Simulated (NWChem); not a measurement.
System: SiH4TeSO; SMILES [SiH3]O[Te]S

```xyz
8

Te     0.6394    -0.5205     0.0521
S     -1.5090    -1.5582     0.0130
H     -1.4751    -2.0075    -1.2640
O      0.2169     1.2837    -0.6983
Si    -0.5128     2.5058     0.1873
H     -1.8838     2.1107     0.6324
H     -0.5994     3.6878    -0.7171
H      0.2990     2.8534     1.3953
```
Atoms are numbered in this order, from 1.

Results from NWChem. The geometry was optimised at PBE0/def2-SVP. def2 effective core potentials on Te; no spin-orbit coupling. Total energies compare along this basis series because the functional is fixed.

```json
[
 {"level": "TPSS/def2-SVP", "basis functions": "96", "energy (Ha)": "-1033.0471", "highest occupied level (eV)": "-5.43", "orbital gap (eV)": "2.91", "dipole (D)": "1.23", "relative time": "1"},
 {"level": "TPSS/def2-SVPD", "basis functions": "141", "energy (Ha)": "-1033.0658", "highest occupied level (eV)": "-5.57", "orbital gap (eV)": "2.84", "dipole (D)": "0.98", "relative time": "3"},
 {"level": "TPSS/def2-TZVP", "basis functions": "179", "energy (Ha)": "-1033.4039", "highest occupied level (eV)": "-5.54", "orbital gap (eV)": "2.86", "dipole (D)": "1.07", "relative time": "3"},
 {"level": "TPSS/def2-TZVPP", "basis functions": "221", "energy (Ha)": "-1033.4053", "highest occupied level (eV)": "-5.54", "orbital gap (eV)": "2.86", "dipole (D)": "1.06", "relative time": "6"}
]
```

Times are rough ratios from one shared machine.
